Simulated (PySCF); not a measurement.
# Dipole moment and polarisability across levels of theory

Species: C2H4BCl3.
Atom-mapped SMILES: `[Cl:1][CH2:2][CH2:3][B:4]([Cl:5])[Cl:6]` (hydrogens: H7, H8 on C2; H9, H10 on C3)

Structure used (PBE0-D3(BJ)/def2-SVP), in Å, numbered top down from 1:
```xyz
10
C2H4BCl3 angstrom
Cl    -2.7216   -0.0440    0.4321
C     -1.0048   -0.5499    0.4610
C     -0.1060    0.4982   -0.1562
B      1.4246    0.1773   -0.1730
Cl     2.5594    1.3549   -0.7996
Cl     2.0621   -1.3462    0.4179
H     -0.7454   -0.7389    1.5114
H     -0.9436   -1.5054   -0.0769
H     -0.4109    0.6996   -1.1997
H     -0.2380    1.4685    0.3558
```

PySCF, dipoles from the SCF density, polarisabilities from static response with core orbitals frozen. Geometry: PBE0-D3(BJ)/def2-SVP, one conformer, isolated molecule.

Question: How do dipole and polarisability depend on functional and basis here?

Answer: 

```json
{"level": "LDA/def2-SVPD", "μ (D)": "0.811", "α (Å³)": "12.52", "anisotropy (Å³)": "5.36"}
{"level": "PBE/def2-SVPD", "μ (D)": "0.830", "α (Å³)": "12.42", "anisotropy (Å³)": "5.30"}
{"level": "B3LYP/def2-SVPD", "μ (D)": "0.829", "α (Å³)": "12.00", "anisotropy (Å³)": "4.88"}
{"level": "PBE0/def2-SVPD", "μ (D)": "0.809", "α (Å³)": "11.86", "anisotropy (Å³)": "4.83"}
{"level": "BHandHLYP/def2-SVPD", "μ (D)": "0.815", "α (Å³)": "11.50", "anisotropy (Å³)": "4.48"}
{"level": "CAM-B3LYP/def2-SVPD", "μ (D)": "0.804", "α (Å³)": "11.77", "anisotropy (Å³)": "4.62"}
{"level": "wB97X-D/def2-SVPD", "μ (D)": "0.793", "α (Å³)": "11.69", "anisotropy (Å³)": "4.59"}
{"level": "LC-wPBE/def2-SVPD", "μ (D)": "0.761", "α (Å³)": "11.44", "anisotropy (Å³)": "4.42"}
{"level": "HF/def2-SVPD", "μ (D)": "0.827", "α (Å³)": "10.99", "anisotropy (Å³)": "4.02"}
{"level": "PBE0/6-31G*", "μ (D)": "0.715", "α (Å³)": "9.03", "anisotropy (Å³)": "5.09"}
{"level": "PBE0/def2-SVP", "μ (D)": "0.771", "α (Å³)": "8.70", "anisotropy (Å³)": "4.13"}
{"level": "PBE0/6-31+G*", "μ (D)": "0.781", "α (Å³)": "10.34", "anisotropy (Å³)": "4.84"}
{"level": "PBE0/aug-cc-pVDZ", "μ (D)": "0.792", "α (Å³)": "11.85", "anisotropy (Å³)": "4.99"}
{"level": "PBE0/def2-TZVP", "μ (D)": "0.774", "α (Å³)": "10.82", "anisotropy (Å³)": "4.87"}
{"level": "PBE0/def2-TZVPD", "μ (D)": "0.805", "α (Å³)": "12.06", "anisotropy (Å³)": "4.95"}
```

The anisotropy is √(½[(α1 − α2)² + (α2 − α3)² + (α3 − α1)²]). The dipole runs from 0.72 D (PBE0/6-31G*) to 0.83 D (PBE/def2-SVPD). No reference polarisability is at hand; against PBE0 in the largest diffuse basis at hand (def2-TZVPD) the other PBE0 rows deviate by 6-31G* -25%, def2-SVP -28%, 6-31+G* -14%, def2-SVPD -2%, aug-cc-pVDZ -2%, def2-TZVP -10%. In one basis (def2-SVPD) the functionals order the polarisability from HF (lowest) to LDA (highest), a spread of 14%. With PBE0 the polarisability is 9.51 Å³ without diffuse functions (mean of 6-31G*, def2-SVP and def2-TZVP) and 11.53 Å³ with them (mean of 6-31+G*, def2-SVPD, aug-cc-pVDZ and def2-TZVPD).
